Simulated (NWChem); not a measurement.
Program: NWChem. System: As (-1), charge -1, spin multiplicity 3. Its SCF solution wasn't tested for a lower state. Level: UHF/def2-SVPD.

The NWChem input:

```
start mol
memory heap 200 mb stack 900 mb global 1100 mb
charge -1
geometry units angstroms nocenter noautoz
  As     0.000000     0.000000     0.000000
  symmetry group D2h
end
basis spherical
  * library def2-svpd
end
scf
  uhf
  nopen 2
  maxiter 100
  thresh 1e-7
  semidirect memsize 60000000 filesize 0
  # guess.movecs holds the orbitals of an unrestricted PBE0 run
  vectors input guess.movecs output mol.movecs
end
task scf energy
```

NWChem printed:

```
             Northwest Computational Chemistry Package (NWChem) 7.3.0
             --------------------------------------------------------

                                NWChem Input Module
                                -------------------

 Scaling coordinates for geometry "geometry" by  1.889725989
 (inverse scale =  0.529177249)

                             Geometry "geometry" -> ""
                             -------------------------

 Output coordinates in angstroms (scale by  1.889725989 to convert to a.u.)

  No.       Tag          Charge          X              Y              Z
 ---- ---------------- ---------- -------------- -------------- --------------
    1 As                  33.0000     0.00000000     0.00000000     0.00000000

 Effective nuclear repulsion energy (a.u.)       0.0000000000

            Nuclear Dipole moment (a.u.)
            ----------------------------
        X                 Y               Z
 ---------------- ---------------- ----------------
     0.0000000000     0.0000000000     0.0000000000

      Symmetry information
      --------------------

 Group name             D2h
 Group number             26
 Group order               8
 No. of unique centers     1

      Symmetry unique atoms

     1


 Summary of "ao basis" -> "" (spherical)
 ------------------------------------------------------------------------------
       Tag                 Description            Shells   Functions and Types
 ---------------- ------------------------------  ------  ---------------------
 *                         def2-svpd                  on all atoms

 Summary of "ao basis" -> "ao basis" (spherical)
 ------------------------------------------------------------------------------
       Tag                 Description            Shells   Functions and Types
 ---------------- ------------------------------  ------  ---------------------
 As                        def2-svpd                14       38   6s4p4d

                                 NWChem SCF Module
                                 -----------------

  ao basis        = "ao basis"
[...]
    16      0.737053  1 As px                13      0.378898  1 As px
    10     -0.259681  1 As px

 Vector   17  Occ=0.000000D+00  E= 3.060577D-01  Symmetry=ag
              MO Center= -1.5D-18, -7.2D-21,  3.3D-20, r^2= 8.7D+00
   Bfn.  Coefficient  Atom+Function         Bfn.  Coefficient  Atom+Function
  ----- ------------  ---------------      ----- ------------  ---------------
     6     -3.744569  1 As s                  5      3.639950  1 As s
     4     -0.271541  1 As s

 Vector   18  Occ=0.000000D+00  E= 3.190849D-01  Symmetry=b2u
              MO Center= -9.0D-32, -1.6D-18, -4.1D-17, r^2= 2.6D+00
   Bfn.  Coefficient  Atom+Function         Bfn.  Coefficient  Atom+Function
  ----- ------------  ---------------      ----- ------------  ---------------
    17      0.844520  1 As py                14      0.239560  1 As py
    11     -0.215806  1 As py

 Vector   19  Occ=0.000000D+00  E= 3.190849D-01  Symmetry=b1u
              MO Center=  1.1D-31, -4.7D-18, -1.4D-18, r^2= 2.6D+00
   Bfn.  Coefficient  Atom+Function         Bfn.  Coefficient  Atom+Function
  ----- ------------  ---------------      ----- ------------  ---------------
    18      0.844520  1 As pz                15      0.239560  1 As pz
    12     -0.215806  1 As pz

 center of mass
 --------------
 x =   0.00000000 y =   0.00000000 z =   0.00000000

 moments of inertia (a.u.)
 ------------------
           0.000000000000           0.000000000000           0.000000000000
           0.000000000000           0.000000000000           0.000000000000
           0.000000000000           0.000000000000           0.000000000000

  Mulliken analysis of the total density
  --------------------------------------

    Atom       Charge   Shell Charges
 -----------   ------   -------------------------------------------------------
    1 As  33    34.00   2.00  2.00  2.00  1.25  0.62  0.12  6.00  5.98  1.28  2.74  8.18  1.76  0.06  0.00

  Mulliken analysis of the alpha density
  --------------------------------------

    Atom       Charge   Shell Charges
 -----------   ------   -------------------------------------------------------
    1 As  33    18.00   1.00  1.00  1.00  0.61  0.37  0.02  3.00  2.99  0.97  2.04  4.08  0.89  0.03  0.00

   Mulliken analysis of the beta density
   -------------------------------------

    Atom       Charge   Shell Charges
 -----------   ------   -------------------------------------------------------
    1 As  33    16.00   1.00  1.00  1.00  0.64  0.25  0.10  3.00  2.99  0.31  0.71  4.10  0.88  0.02  0.00

   Mulliken analysis of the spin density
   -------------------------------------

    Atom       Charge   Shell Charges
 -----------   ------   -------------------------------------------------------
    1 As  33     2.00  -0.00 -0.00 -0.00 -0.04  0.12 -0.09  0.00  0.00  0.66  1.33 -0.02  0.01  0.01 -0.00

       Multipole analysis of the density wrt the origin
       ------------------------------------------------

     L   x y z        total         alpha         beta         nuclear
     -   - - -        -----         -----         ----         -------
     0   0 0 0     -1.000000    -18.000000    -16.000000     33.000000

     1   1 0 0     -0.000000      0.000000     -0.000000      0.000000
     1   0 1 0     -0.000000      0.000000     -0.000000      0.000000
     1   0 0 1     -0.000000      0.000000     -0.000000      0.000000

     2   2 0 0    -19.741545    -11.228604     -8.512941      0.000000
     2   1 1 0      0.000000      0.000000     -0.000000      0.000000
     2   1 0 1     -0.000000     -0.000000     -0.000000      0.000000
     2   0 2 0    -16.233085    -11.362523     -4.870563      0.000000
     2   0 1 1      0.000000      0.000000      0.000000      0.000000
     2   0 0 2    -16.233085    -11.362523     -4.870563      0.000000

 Task  times  cpu:        0.2s     wall:        0.2s

 Total times  cpu:        0.2s     wall:        0.2s
```
